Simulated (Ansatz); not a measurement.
Geometry optimisation, UKS PBE/def2-mTZVP (Ansatz).

The input (input.yaml):

```yaml
crystal:
  periodic: [false, false, false]
  atoms:
    - { symbol: B, position_ang: [0.0, 0.0, 0.0] }
    - { symbol: H, position_ang: [0.0, 0.0, 1.44] }
    - { symbol: "N", position_ang: [1.3423, 0.0, -0.775] }
    - { symbol: H, position_ang: [1.8089, -0.9179, -1.0268] }
    - { symbol: H, position_ang: [1.7937, 0.9179, -1.0532] }
    - { symbol: O, position_ang: [-1.2211, 0.0, -0.705] }
    - { symbol: H, position_ang: [-1.7308, -0.8467, -0.4965] }
    - { symbol: "N", position_ang: [0.0, 0.0, 2.8] }
    - { symbol: H, position_ang: [-0.496, -0.7725, 3.33] }
    - { symbol: H, position_ang: [0.496, 0.7725, 3.33] }
magnetization:
  spin_polarized: true
  initial_magnetization: 1
basis:
  gaussian: { orbitals: def2-mTZVP }
hamiltonian:
  xc: pbe
relax:
  f_tol: 0.15
  max_steps: 25
  restrain:
    - { distance: [1, 7], at: 2.26, k: 30.0 }
    - { distance: [0, 1], at: 1.19, k: 30.0 }
```

Run as:

```bash
$ ansatz run input.yaml --threads 4 --pin off --max-ram 5120MiB --backend cpu --events-out ev --progress --plain --runs-dir out
```

**Question.** Where does it end, and by what steps?

**Answer.** The run converged. The restraints hold the end off the free minimum; the threshold counts their pulls, which the force column leaves out. Restrained pairs: H2–N8 (1.36 → 2.26 Å), B1–H2 (1.44 → 1.20 Å). After 22 steps the energy has fallen by 2.603 eV (the restraints' own energy left out); H5 moved furthest, 1.62 Å.

```tsv
step	energy less start (eV)	largest force component (eV/Å)	accepted
0	0.0000	2.650	yes
1	0.0890	1.530	yes
2	-0.0382	2.478	yes
3	-0.7687	1.687	yes
4	-1.2177	1.149	yes
5	-1.4239	0.989	yes
6	-1.7652	0.883	yes
7	-1.9864	1.631	yes
8	-2.2808	1.076	yes
9	-2.3898	0.750	yes
10	-2.5015	0.358	yes
11	-2.5131	0.297	yes
12	-2.5208	0.451	yes
13	-2.5241	0.462	yes
14	-2.5272	0.371	yes
15	-2.5396	0.320	yes
16	-2.5519	0.343	no
17	-2.5446	0.298	yes
18	-2.5508	0.324	yes
19	-2.5571	0.498	yes
20	-2.5664	0.268	yes
21	-2.5933	0.281	yes
22	-2.6029	0.388	yes
```

```xyz
10
Properties=species:S:1:pos:R:3
B -0.169 -0.254 -0.103
H -0.511 -0.246 1.048
N 1.184 -0.038 -0.397
H 1.579 -0.030 -1.333
H 1.856 0.110 0.349
O -1.076 -0.467 -1.129
H -1.976 -0.597 -0.791
N 0.753 0.222 2.867
H 0.244 -0.570 3.307
H 0.110 1.024 3.025
```

Run time: 33 s on 4 threads of Arm Neoverse V1 (shared host), peak memory 0.2 GiB.
